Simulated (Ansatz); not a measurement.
`BSC(=C)Cl` + `[SH][GeH3]` → `B[S][GeH3]` + `C=C(S)Cl` at 600 K and 1 bar (ligand exchange at a B–S bond).

Program: Ansatz. Geometries: PBE0-D4/def2-TZVP. ΔE: electronic, gas phase. CBS: MP2 limit from def2 TZ/QZ plus the TZ coupled-cluster correction, frozen cores. For Ge outer-core shells are correlated without core-valence functions, which leaves a few kJ/mol of doubt a bond. Scalar relativity is left out up to krypton. One conformer a species, not always the lowest.

```
     species  CCSD(T)/CBS energy (Eh)  H − E (kJ/mol)  S (J/(mol·K))
 `BSC(=C)Cl`               -960.84027           202.4          419.1
`[SH][GeH3]`              -2476.30083           123.6          342.5
`B[S][GeH3]`              -2501.70931           171.2          398.5
  `C=C(S)Cl`               -935.43076           155.1          366.9
```

H − E and S are ideal-gas, rigid-rotor, harmonic terms from PBE0-D4/def2-TZVP, for one conformer and one mirror image of each species. 1 Eh = 2625.50 kJ/mol, R = 8.31446 J/(mol·K).

Task: By hand: ΔE, ΔH, ΔS and ΔG.

Result: ΔE = (-2501.70931) + (-935.43076) − (-960.84027) − (-2476.30083) = 0.00103 Eh = 2.7 kJ/mol. Δ(H − E) = 171.2 + 155.1 − 202.4 − 123.6 = 0.3, so ΔH = 3.0 kJ/mol. ΔS = 398.5 + 366.9 − 419.1 − 342.5 = 3.8 J/(mol·K). ΔG = 3.0 − 600 × (3.8)/1000 = 0.7 kJ/mol.

Task: By hand: the equilibrium constant, and the temperature at which ΔG would vanish if ΔH and ΔS stayed fixed.

Result: log₁₀ K = −ΔG/(RT ln 10) = -0.1. ΔG = 0 at ΔH/ΔS = 789 K, though so small a ΔH makes that figure unsure.

TΔS isn't small against ΔH here. The sign of ΔG lies within the doubt. A doubt of 5 kJ/mol in ΔE shifts log₁₀ K by 0.4 here. Other conformers and mirror images would add mixing entropy, several J/(mol·K) or more a flexible species. Modes under 60 cm⁻¹, often nearly free rotors, make the harmonic entropy too high. These are equilibria of isolated gas molecules and say nothing of rates. Largest T1 diagnostic: 0.014 (customary marks: 0.02 for closed shells, 0.045 for open ones).
